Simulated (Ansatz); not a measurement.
FH$_{2}$ISSi, SMILES `F[SiH](S)I`, relaxed with RKS PBE0-D4/def2-TZVP in Ansatz 0.2.0 from a PBE-D4/def2-SVP geometry. The force threshold is 0.005 eV/Å; the program also tests the step.

Charge 0, multiplicity 1. I takes the def2 core potential.

Start:

```xyz
6

F     1.711    0.344    0.524
Si    0.087    0.376    0.350
S    -0.485    0.153   -1.696
I    -0.790   -1.421    1.774
H    -0.422    1.703    0.806
H    -0.100   -1.154   -1.758
```

(1) How much energy does the relaxation release, and in how many steps? (Estimate.)

(2) Which bonds change most? (Best estimate.)

(3) Give the relaxed structure. (An estimate is asked.)

Answers

(1) Computed: 4.92 kJ/mol, in 6 steps.

(2) The calculation gave: F1–Si2 from 1.634 to 1.591 Å; Si2–I4 from 2.454 to 2.425 Å; Si2–S3 from 2.135 to 2.109 Å; S3–H6 from 1.364 to 1.345 Å.

(3) The calculation gave: 
```xyz
6

F     1.676    0.357    0.529
Si    0.096    0.373    0.344
S    -0.453    0.153   -1.681
I    -0.772   -1.411    1.737
H    -0.413    1.681    0.797
H    -0.134   -1.153   -1.725
```
